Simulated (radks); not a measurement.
Q: Species: Pr II. Configuration: [Xe] 4f3 6s1. Calculated with a radial shooting solver on a logarithmic mesh with Libxc functionals: Dirac Kohn-Sham, RPBE, spin-unpolarised, spherical densities, point nucleus; open shells fill j = l - 1/2 first. Some entries of the table are withheld. Estimate them.

orbital  occ.  eigenvalue (eV)  <1/r> (bohr^-1)  <r> (bohr)
1s1/2       2        -41787.29            64.71     0.02409
2s1/2       2        -6724.257            15.28      0.1026
2p1/2       2        -6354.428            15.26     0.08605
2p3/2       4        -5872.224            13.77     0.09236
3s1/2       2        -1455.048            5.528      0.2719
3p1/2       2        -1297.964            5.440      0.2617
3p3/2       4        -1202.411            5.067      0.2740
3d3/2       4        -928.7890              (1)      0.2452
3d5/2       6        -908.1961              (2)      0.2490
4s1/2       2        -293.7544            2.290      0.6225
4p1/2       2        -234.9945              (3)      0.6404
4p3/2       4        -214.4648              (4)      0.6682
4d3/2       4        -118.0963            1.840      0.7218
4d5/2       6        -114.4954            1.809      0.7318
5s1/2       2              (5)           0.8786         (6)
5p1/2       2         -29.1911           0.7707       1.703
5p3/2       4         -26.4140           0.7277       1.789
6s1/2       1              (7)           0.3055       4.127
4f5/2       3          -7.0591            1.190       1.167
4f7/2       0          -6.7178            1.175       1.188

A: 
(1) 3d3/2 <1/r> (bohr^-1): 4.935
(2) 3d5/2 <1/r> (bohr^-1): 4.840
(3) 4p1/2 <1/r> (bohr^-1): 2.184
(4) 4p3/2 <1/r> (bohr^-1): 2.061
(5) 5s1/2 eigenvalue (eV): -44.7490
(6) 5s1/2 <r> (bohr): 1.509
(7) 6s1/2 eigenvalue (eV): -7.9385
